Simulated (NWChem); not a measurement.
System: Si2H3 cation, singlet

Input file for NWChem:

```
start job
memory heap 200 mb stack 700 mb global 900 mb
charge 1
geometry units angstroms noautosym nocenter noautoz
  Si     0.000000     0.000000     1.332612
  Si     0.000000     0.000000    -1.075436
  H      1.209014    -0.792717    -1.449729
  H      0.082007     1.443395    -1.449729
  H     -1.291020    -0.650678    -1.449729
end
basis spherical
  * library def2-svp
end
dft
  xc m06-2x
  iterations 150
end
cosmo
  do_cosmo_smd true
  solvent propanol
end
task dft energy
```

NWChem printed, in part:

```
             Northwest Computational Chemistry Package (NWChem) 7.3.0
             --------------------------------------------------------

                             Geometry "geometry" -> ""
                             -------------------------

 Output coordinates in angstroms (scale by  1.889725989 to convert to a.u.)

  No.       Tag          Charge          X              Y              Z
 ---- ---------------- ---------- -------------- -------------- --------------
    1 Si                  14.0000     0.00000000     0.00000000     1.33261200
    2 Si                  14.0000     0.00000000     0.00000000    -1.07543600
    3 H                    1.0000     1.20901400    -0.79271700    -1.44972900
    4 H                    1.0000     0.08200700     1.44339500    -1.44972900
    5 H                    1.0000    -1.29102000    -0.65067800    -1.44972900

 Effective nuclear repulsion energy (a.u.)      65.6765101391

                                 NWChem DFT Module
                                 -----------------

 Summary of "ao basis" -> "ao basis" (spherical)
 ------------------------------------------------------------------------------
       Tag                 Description            Shells   Functions and Types
 ---------------- ------------------------------  ------  ---------------------
 Si                         def2-svp                 8       18   4s3p1d
 H                          def2-svp                 3        5   2s1p

 in cosmo_initialize ...
 calling solv_data for solv:propanol

 solvent parameters
 solvname_short: propanol
 solvname_long:  1-propanol
 dielec:       20.5240
 dielecinf:     1.9182
 nonaqueous SMD model solvent descriptors
 dielec:       20.5240
 sola:          0.3700
 solb:          0.4800
 solc:          0.0000
 solg:         33.5700
 solh:          0.0000
 soln:          1.3850

          ---------------
          -cosmo- solvent
          ---------------
 Cosmo: York-Karplus, doi: 10.1021/jp992097l
 dielectric constant -eps-     =  20.52
 screen = (eps-1)/(eps    )    =   0.95128
 surface charge correction     = lagrangian

   van der Waals surface
 --------------------------

 ---------- ATOMIC COORDINATES (A.U.) ------------ VDWR(ANG.) --
     1    0.00000000    0.00000000    2.51827153     2.470
     2    0.00000000    0.00000000   -2.03227936     2.470
     3    2.28470518   -1.49801792   -2.73959057     1.200
     4    0.15497076    2.72762104   -2.73959057     1.200
     5   -2.43967405   -1.22960313   -2.73959057     1.200
 number of segments per atom =        128
 number of   points per atom =        128
 atom (   nspa,  nppa )
 ----------------------
    1 (    100,     0 )       0
    2 (     92,     0 )       0
    3 (     32,     0 )       0
    4 (     32,     0 )       0
    5 (     34,     0 )       0
 number of -cosmo- surface points =      290
 molecular surface =    112.509 angstrom**2
 molecular volume  =     98.255 angstrom**3
 -lineq- algorithm             =   0
 -bem- low  level              =   3
 -bem- from -octahedral-
 gaussian surface charge width =   4.50000
 degree of switching           =   1.00000
 switching function tolerance  =   0.00010
 atomic radii =
 --------------
    1 14.000  2.470
    2 14.000  2.470
    3  1.000  1.200
    4  1.000  1.200
    5  1.000  1.200
 ...... end of -cosmo- initialization ......

 nat:                     5
 ixmem:                  1509
 calling mnsol_interface()
 G(SMD-CDS) energy (kcal/mol)  =    -0.823
 SMD-CDS SASA (angstrom**2)    =   125.476

            General Information
            -------------------
          SCF calculation type: DFT
          Wavefunction type:  closed shell.
          No. of atoms     :     5
          No. of electrons :    30
           Alpha electrons :    15
            Beta electrons :    15
          Charge           :     1
          Spin multiplicity:     1
          Use of symmetry is: off; symmetry adaption is: off
          Maximum number of iterations: 150
          AO basis - number of functions:    51
                     number of shells:    25
          Convergence on energy requested:  1.00D-06
          Convergence on density requested:  1.00D-05
          Convergence on gradient requested:  5.00D-04

              XC Information
              --------------
                       M06-2X Method XC Functional
                     Hartree-Fock (Exact) Exchange  0.540
                        M06-2X Exchange Functional  1.000
                      M06-2X Correlation Potential  1.000

             Grid Information
             ----------------
          Grid used for XC integration:  medium
          Radial quadrature: Mura-Knowles
          Angular quadrature: Lebedev.
          Tag              B.-S. Rad. Rad. Pts. Rad. Cut. Ang. Pts.
          ---              ---------- --------- --------- ---------
          Si                  1.10       88          10.0       590
          H                   0.35       45          10.0       434
          Grid pruning is: on
          Number of quadrature shells:   311
          Spatial weights used:  Erf1

      Superposition of Atomic Density Guess
      -------------------------------------

 Sum of atomic energies:        -578.97492570

 Renormalizing density from      31.00 to     30

      Non-variational initial energy
      ------------------------------

 Total energy =    -567.371127
 1-e energy   =    -903.081579
 2-e energy   =     270.033942
 HOMO         =      -0.523301
 LUMO         =      -0.372463

   convergence    iter        energy       DeltaE   RMS-Dens  Diis-err
 ---------------- ----- ----------------- --------- --------- ---------
     COSMO gas phase
 d= 0,ls=0.0,diis     1   -580.1002116267 -6.46D+02  2.28D-02  6.73D-01
 d= 0,ls=0.0,diis     2   -580.1553215864 -5.51D-02  9.06D-03  9.36D-02
 d= 0,ls=0.0,diis     3   -580.1736425500 -1.83D-02  2.06D-03  4.63D-03
 d= 0,ls=0.0,diis     4   -580.1740745978 -4.32D-04  4.91D-04  8.37D-05
 d= 0,ls=0.0,diis     5   -580.1741238080 -4.92D-05  6.30D-05  3.68D-06
  Resetting Diis
 d= 0,ls=0.0,diis     6   -580.1741251788 -1.37D-06  2.43D-05  1.71D-07
 d= 0,ls=0.0,diis     7   -580.1741252730 -9.42D-08  5.53D-06  2.11D-08

   convergence    iter        energy       DeltaE   RMS-Dens  Diis-err
 ---------------- ----- ----------------- --------- --------- ---------
     COSMO solvation phase
 d= 0,ls=0.0,diis     1   -580.2671042403 -9.30D-02  2.35D-03  1.99D-03
 d= 0,ls=0.0,diis     2   -580.2679248362 -8.21D-04  7.17D-04  2.58D-04
 d= 0,ls=0.0,diis     3   -580.2679847076 -5.99D-05  2.24D-04  9.70D-06
 d= 0,ls=0.0,diis     4   -580.2679873881 -2.68D-06  3.72D-05  2.40D-07
 d= 0,ls=0.0,diis     5   -580.2679868337  5.54D-07  5.71D-06  1.20D-08

         Total DFT energy =     -580.267986833724
      One electron energy =     -921.594457025480
           Coulomb energy =      323.422938318421
    Exchange-Corr. energy =      -42.541188526919
 Nuclear repulsion energy =       65.676510139145

             COSMO energy =       -5.231789738891

 Numeric. integr. density =       30.000005229424

                                COSMO-SMD solvation results
                                ---------------------------

             internal energy in gas <Psi(g)|H|Psi(g)> =      -580.174125272996
         internal energy in solvent <Psi(s)|H|Psi(s)> =      -580.173019306095
                               delta internal energy  =         0.001105966901 (    0.69 kcal/mol)
   total free energy in solvent <Psi(s)|H+V/2|Psi(s)> =      -580.266674633603
 polarization energy contribution <Psi(s)|V/2|Psi(s)> =        -0.093655327508 (  -58.77 kcal/mol)
    total free energy in solvent including G(SMD-CDS) =      -580.267986833724
                       G(SMD-CDS) energy contribution =        -0.001312200121 (   -0.82 kcal/mol)
     1 M fixed-concentration free energy of solvation =        -0.093861560728 (  -58.90 kcal/mol)

                       DFT Final Molecular Orbital Analysis
                       ------------------------------------

 Vector   13  Occ=2.000000D+00  E=-4.450455D-01
              MO Center= -1.4D-01,  4.4D-01, -1.3D+00, r^2= 2.2D+00
   Bfn.  Coefficient  Atom+Function         Bfn.  Coefficient  Atom+Function
  ----- ------------  ---------------      ----- ------------  ---------------
    42      0.361666  4 H  s                 27      0.305294  2 Si py
    47     -0.240391  5 H  s                 30      0.238059  2 Si py
    24     -0.169480  2 Si py                43      0.156092  4 H  s
    37     -0.121352  3 H  s                 48     -0.103585  5 H  s
    26      0.076193  2 Si px                36     -0.061676  2 Si d  2

 Vector   14  Occ=2.000000D+00  E=-4.449420D-01
              MO Center=  1.4D-01, -4.4D-01, -1.3D+00, r^2= 2.2D+00
   Bfn.  Coefficient  Atom+Function         Bfn.  Coefficient  Atom+Function
  ----- ------------  ---------------      ----- ------------  ---------------
    37      0.347578  3 H  s                 26      0.305414  2 Si px
    47     -0.278813  5 H  s                 29      0.238334  2 Si px
    23     -0.169525  2 Si px                38      0.149567  3 H  s
    48     -0.120079  5 H  s                 27     -0.076190  2 Si py
    42     -0.068697  4 H  s                 32     -0.061655  2 Si d -2

 Vector   15  Occ=2.000000D+00  E=-3.467118D-01
              MO Center=  1.6D-05, -1.2D-04,  7.1D-01, r^2= 3.4D+00
   Bfn.  Coefficient  Atom+Function         Bfn.  Coefficient  Atom+Function
  ----- ------------  ---------------      ----- ------------  ---------------
    10      0.410614  1 Si pz                13      0.337458  1 Si pz
    28     -0.276709  2 Si pz                 3      0.251907  1 Si s
    31     -0.247711  2 Si pz                 7     -0.195486  1 Si pz
     4      0.191199  1 Si s                 25      0.144018  2 Si pz
     2      0.134239  1 Si s                 22     -0.089592  2 Si s

 Vector   16  Occ=0.000000D+00  E=-1.476925D-01
              MO Center=  1.9D-03,  1.2D-02,  1.2D+00, r^2= 2.6D+00
   Bfn.  Coefficient  Atom+Function         Bfn.  Coefficient  Atom+Function
  ----- ------------  ---------------      ----- ------------  ---------------
    12      0.634433  1 Si py                 9      0.463380  1 Si py
     6     -0.231161  1 Si py                43     -0.143603  4 H  s
    42     -0.097588  4 H  s                 38      0.077827  3 H  s
    30      0.069519  2 Si py                48      0.065395  5 H  s
    33      0.061489  2 Si d -1              37      0.053056  3 H  s

 Vector   17  Occ=0.000000D+00  E=-1.476779D-01
              MO Center= -1.9D-03, -1.2D-02,  1.2D+00, r^2= 2.6D+00
   Bfn.  Coefficient  Atom+Function         Bfn.  Coefficient  Atom+Function
  ----- ------------  ---------------      ----- ------------  ---------------
    11      0.634351  1 Si px                 8      0.463432  1 Si px
     5     -0.231171  1 Si px                48      0.127919  5 H  s
    38     -0.120661  3 H  s                 47      0.087028  5 H  s
    37     -0.082153  3 H  s                 29      0.069528  2 Si px
    35     -0.061535  2 Si d  1              17      0.026088  1 Si d  1

 Vector   18  Occ=0.000000D+00  E= 1.985713D-02
              MO Center=  1.5D-05,  1.6D-04, -1.9D-01, r^2= 5.3D+00
   Bfn.  Coefficient  Atom+Function         Bfn.  Coefficient  Atom+Function
  ----- ------------  ---------------      ----- ------------  ---------------
    31      1.155658  2 Si pz                13      0.984947  1 Si pz
     4     -0.517444  1 Si s                 22      0.485300  2 Si s
     3     -0.411184  1 Si s                 10      0.269368  1 Si pz
    28      0.257594  2 Si pz                21      0.230963  2 Si s
     2     -0.164368  1 Si s                 25     -0.149489  2 Si pz

     Multipole analysis of the density
     ---------------------------------

     L   x y z        total         alpha         beta         nuclear
     -   - - -        -----         -----         ----         -------
     0   0 0 0      1.000000    -15.000000    -15.000000     31.000000

     1   1 0 0      0.000419      0.000208      0.000208      0.000002
     1   0 1 0     -0.001625     -0.000813     -0.000813     -0.000000
     1   0 0 1      1.274174      1.344528      1.344528     -1.414881

     2   2 0 0    -16.778593    -13.987248    -13.987248     11.195903
     2   1 1 0     -0.000841     -0.000422     -0.000422      0.000003
     2   1 0 1     -0.001285     -0.000640     -0.000640     -0.000005
     2   0 2 0    -16.782278    -13.989088    -13.989088     11.195898
     2   0 1 1      0.004571      0.002285      0.002285      0.000000
     2   0 0 2    -14.551302    -91.836642    -91.836642    169.121982
```

Level: M06-2X/def2-SVP, SMD on the gas-phase geometry. Low-valent species are run as closed-shell singlets; no triplet was tried in these runs. Structure relaxed at the PBE0/def2-SVP level. Solvent: 1-propanol.
